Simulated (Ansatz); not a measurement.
**Relative stability**

The two ends of one reaction step of CH₅In, closed shell (PBE0-D4/def2-TZVP).

A:

In1  (-1.776, -0.638, 0.412)
H2  (0.654, -1.225, -1.549)
H3  (0.299, -1.791, -1.886)
C4  (-0.025, 0.729, 0.712)
H5  (-0.231, 1.442, 1.518)
H6  (0.881, 0.175, 0.984)
H7  (0.198, 1.308, -0.191)
(Å)

B:

In1  (-2.133, -1.267, -0.680)
H2  (0.652, -0.199, -0.222)
H3  (-0.685, -2.089, -1.492)
C4  (0.559, 0.669, 0.433)
H5  (0.118, 0.377, 1.387)
H6  (1.553, 1.079, 0.610)
H7  (-0.064, 1.431, -0.036)
(Å)

Computed with Ansatz 0.2.0 (basis: def2-TZVPP); correlated methods freeze the cores. Filled d shells of the heavier atoms are correlated. Core potentials replace the inner electrons of the atoms past krypton. The def2 sets are not built for correlating such inner shells, so the correlated values are less sure here. B3LYP uses VWN-RPA correlation.

Problem. Which structure is lower at CCSD(T), and by how much? (To be estimated.)

Solution. By the calculation: B, by 0.441 eV (electronic energy, against the other). By their contacts, A is a complex of CH₃In ([CH3][In]) + H₂ and B is a complex of CH₄ + InH.

All methods give the same order:

```csv
method,E(B) − E(A) (eV)
SPW92,-0.470
PBE-D4,-0.434
BLYP-D4,-0.445
r2SCAN-D4,-0.456
B97M-V,-0.658
PBE0-D4,-0.487
B3LYP-D4,-0.494
r2SCAN0-D4,-0.494
BHLYP-D4,-0.558
CAM-B3LYP-D4,-0.531
wB97X-V,-0.500
wB97M-V,-0.481
B2PLYP,-0.462
PBE-QIDH,-0.462
RPA on PBE,-0.443
HF,-0.694
MP2,-0.349
CCSD,-0.487
CCSD(T),-0.441
```

T1 diagnostic: at most 0.015.

Labels in which every atom is bracketed show which atoms are joined, not bond orders.

For scale, one of the runs: CCSD(T)/def2-TZVPP, 151 basis functions, launched by `ansatz run in.yaml --threads 2 --pin off --events-out ev --progress --plain --max-ram 4352MiB`. Hardware: 2 CPU threads of an Arm Neoverse V2, shared host. Wall time 17 s; peak host memory 1.1 GiB.
